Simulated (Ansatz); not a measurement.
CH$_{3}$BOS$_{2}$, SMILES `B1OCSS1`. The species carries charge 0 and has multiplicity 1.

```csv
atom,x (Å),y (Å),z (Å)
B1,-0.2918,1.1390,0.6252
O2,0.7602,0.2953,0.5083
C3,0.5386,-0.8774,-0.2450
S4,-0.6383,-0.5497,-1.5831
S5,-1.7138,0.8166,-0.4375
H6,-0.2825,2.0313,1.4110
H7,0.1532,-1.6533,0.4224
H8,1.4745,-1.2017,-0.7013
```

Task: What are the harmonic wavenumbers in cm⁻¹ at PBE0-D4/def2-TZVP (Ansatz, finite differences of forces, unscaled)? (Best estimate.)

Result: Computed: 166, 314, 415, 513, 577, 729, 765, 818, 943, 965, 1105, 1217, 1248, 1386, 1491, 2692, 3057, 3136.

Task: Is this a minimum?

Result: Yes, all 18 modes are real.

Task: Give the ideal-gas thermochemistry at 298.15 K and 1 bar (rigid rotor, harmonic oscillator; point group C1, symmetry number 1).

Result: Zero-point energy 128.8 kJ/mol; H(298) − E = 144.3 kJ/mol; entropy 306.5 J/(mol·K), of which translation 167.0, rotation 110.4, vibration 29.0; G(298) − E = 52.9 kJ/mol.

Task: And at 400, 500, 600, 800 and 1000 K?

Result: 
```
T (K)  H − E (kJ/mol)  S (J/mol/K)  G − E (kJ/mol)
  400           153.4        332.5            20.4
  500           163.8        355.8           -14.1
  600           175.6        377.1           -50.7
  800           201.7        414.6          -130.0
 1000           230.4        446.6          -216.2
```
